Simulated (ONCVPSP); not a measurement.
Plane-wave convergence, ONCV potential for Tm (Z = 69)

ONCVPSP 4.0.1 input, shortened (lines: element, Z, core and valence counts, functional; n l f; lmax; l rc ep ncon nbas qcut; lloc lpopt rc5 dvloc0; l nproj debl; icmod fcfact rcfact), PBE, fully relativistic:

```
  Tm 69.00   12    2        4      upf
    1    0    2.00
    2    0    2.00
    2    1    6.00
    3    0    2.00
    3    1    6.00
    3    2   10.00
    4    0    2.00
    4    1    6.00
    4    2   10.00
    4    3   12.00
    5    0    2.00
    5    1    6.00
    5    2    1.00
    6    0    2.00
    2
    0    3.40    0.00    4    7    1.60
    1    3.05    0.24    3    6    3.10
    2    3.20    0.00    3    7    5.10
    4    5    3.05    0.00
    0    2    1.50
    1    3    3.20
    2    3    1.70
    3    3.75    1.40
```

Open shells are filled in proportion to 2j + 1.

In the p channel the program set the typed energies aside and used 0.050, 3.250, 6.450 Ha (j = l + 1/2; the other j can differ).

Question: For each optimised wave give the share of its norm inside rc, the residual kinetic energy above qcut (Ha) and the cutoffs (Ha) for errors of 10, 1, 0.1 and 0.01 mHa per electron.

Answer:

```tsv
wave	norm inside rc	residual KE	10 mHa	1 mHa	0.1 mHa	0.01 mHa
6s	0.448	6.1e-03	1.0	4.5	9.6	11.7
s projector 2	0.227	2.1e-01	5.3	12.2	14.4	16.5
p projector 1 j=3/2	0.225	1.2e-04	0.9	2.2	5.8	18.5
p projector 2 j=3/2	0.179	4.3e-02	6.6	11.1	18.9	44.4
p projector 3 j=3/2	0.120	4.2e-01	12.2	17.3	32.8	75.6
p projector 1 j=1/2	0.270	1.8e-05	1.0	2.0	2.7	10.7
p projector 2 j=1/2	0.194	6.4e-02	7.4	13.9	17.7	30.1
p projector 3 j=1/2	0.127	5.1e-01	12.5	18.9	22.2	42.7
5d j=5/2	0.654	2.9e-08	5.7	7.7	9.2	10.5
d projector 2 j=5/2	0.217	9.8e-07	7.1	9.1	10.6	11.8
d projector 3 j=5/2	0.176	2.2e-05	9.0	10.9	12.3	14.7
5d j=3/2	0.693	3.9e-08	5.9	7.9	9.3	10.6
d projector 2 j=3/2	0.218	1.2e-06	7.3	9.2	10.7	11.9
d projector 3 j=3/2	0.179	2.9e-05	9.2	11.0	12.5	15.0
```

The occupied waves need 7.9 Ha and 9.6 Ha for 1 and 0.1 mHa. Note: no bound ghost flagged; GHOST(+) flagged for s at 47.9 eV, p3/2 at 177.0 eV, p1/2 at 186.1 eV.
